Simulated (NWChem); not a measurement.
System: GaH3S2; SMILES [SH][GaH][SH]

NWChem input:

```
start job
memory heap 200 mb stack 900 mb global 1100 mb
geometry units angstroms noautoz
  Ga     0.000000     0.000000    -0.582013
  H      0.000000     0.000000    -2.140798
  S     -1.844648    -0.025325     0.618268
  H     -2.656916    -0.035683    -0.461691
  S      1.844648     0.025325     0.618268
  H      2.656916     0.035683    -0.461691
end
basis spherical
  * library def2-svp
end
dft
  xc xtpss03 ctpss03
  iterations 150
  mulliken
end
task dft energy
```

All runs use the structure optimised with PBE0/def2-SVP.

### Question
What results follow from this input? (TPSS/def2-SVP.) Quantities: basis functions; energy (Ha); highest occupied level (eV); orbital gap (eV); dipole (D).

### Answer
| Property | Result |
|---|---|
| number of basis functions | 83 |
| energy (Ha) | -2722.66 |
| highest occupied level (eV) | -6.30 |
| orbital gap (eV) | 4.64 |
| dipole (D) | 2.13 |
